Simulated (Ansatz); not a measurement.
The cluster AlAs₂⁻. Charge -1, multiplicity 3. Geometry PBE-D4/def2-TZVPD; atoms count from 1.

```xyz
3

Al   -0.114   -0.314   -1.509
As    0.945    0.879    0.537
As   -0.831   -0.565    0.972
```

At PBE0-D4/def2-TZVPD a singlet of charge -1 lies 0.50 eV below the triplet, each at its own geometry. The structure comes from a short search, and lower isomers may exist.

Q: Estimate the Mulliken populations from the PBE0/def2-TZVPD orbitals of Ansatz.

A: 
```json
{"atom": "Al1", "charge (e)": "-0.29", "spin (α − β)": "0.23"}
{"atom": "As2", "charge (e)": "-0.35", "spin (α − β)": "0.88"}
{"atom": "As3", "charge (e)": "-0.35", "spin (α − β)": "0.88"}
```
Mulliken values depend strongly on the basis. With diffuse functions, as here, like atoms can get unlike values, and bond orders can come out too low or too high.

Q: Where does the spin sit?

A: Summed by element: Al 0.23, As 1.77, of 2 unpaired in all. Largest on single atoms: As3 0.88, As2 0.88, Al1 0.23.

Q: And the Mayer bond orders between heavy atoms (over 0.3)?

A: Al1–As2 1.02 (2.59 Å); Al1–As3 1.02 (2.59 Å); As2–As3 1.61 (2.33 Å).
